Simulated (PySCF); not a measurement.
# Correlation energy of Sb²⁺ (antimony, charge +2)

[Kr] 4d10 5s1 5p2, high-spin 4P determinant (an excited configuration). Calculation: PySCF 2.14, in aug-cc-pVQZ-PP with ECP28MDF (7s7p5d3f2g, 92 functions); scalar relativity through the core potential. Frozen: 4s2 4p6 4d10; 3 electrons correlated.

```csv
level,correlation energy (mhartree)
CCSD,-11.13
(T),-0.06
CCSD(T),-11.19
```

Diagnostics: T1 = 0.0020, D1 = 0.0044, largest double amplitude 0.036.

Q: Is a single reference adequate?

A: Yes, within this model without spin-orbit coupling: T1 lies below 0.03 and no double amplitude reaches 0.07.
